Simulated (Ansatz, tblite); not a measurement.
Cost and result up the ladder for the cluster Sr6S5 (11 atoms). Total charge 0; singlet. Geometry: PBE-D4/def2-SVP.

```csv
atom,x (Å),y (Å),z (Å)
Sr1,0.0340,3.1791,-2.4593
Sr2,-0.9972,-0.6684,-1.4336
Sr3,0.3310,-2.6529,1.8225
Sr4,2.9190,-1.2433,-0.6348
Sr5,-3.6868,1.1624,1.1067
Sr6,0.4391,1.3436,1.2308
S7,2.3082,-0.6908,2.0344
S8,1.4815,0.9865,-1.5392
S9,0.7108,-2.9276,-0.9310
S10,-1.6844,-0.7378,1.4658
S11,-1.8553,2.2493,-0.6624
```

Ansatz on 4 threads of Intel Xeon on a shared host; xTB runs through tblite on one thread. Times are rough, summed over both states, and most runs start from the orbitals of an earlier one. No level here is sound enough to serve as a yardstick. The other state is a triplet at its own geometry.

In the def2 sets Sr takes a core potential; there is no spin–orbit coupling. The xTB rows come from tblite. Correlated methods freeze 25 core orbitals; core or outer-core shells of Sr are correlated, in sets that lack core-valence functions. The rows differ in basis, and correlated rows in double-zeta sets carry the largest basis error. The structure comes from a short search, and lower isomers may exist.

Run but left out: HF/def2-SVP (singlet: restricted singlet, unstable towards broken spin symmetry).

Correlated methods converge slowly with the basis, most of all in double-zeta sets.

xTB has no spin-polarisation term.

```
                            level  functions  wall time  triplet − singlet (eV)                                  remarks
                         GFN1-xTB         99     0.26 s                    0.48                                        –
                         GFN2-xTB         99      3.1 s                    0.55                                        –
            LDA (SPW92)/def2-TZVP        383       62 s                    0.13  restricted SCF unstable in HF (singlet)
                 PBE-D4/def2-TZVP        383       85 s                    0.03  restricted SCF unstable in HF (singlet)
revPBE-D4/def2-TZVP (with forces)        383       96 s                   -0.04  restricted SCF unstable in HF (singlet)
                     MP2/def2-SVP        228    1.7 min                    0.02        restricted SCF unstable (singlet)
                PBE0-D4/def2-TZVP        383    3.5 min                   -0.22  restricted SCF unstable in HF (singlet)
              r2SCAN-D4/def2-TZVP        383    3.7 min                   -0.26  restricted SCF unstable in HF (singlet)
```
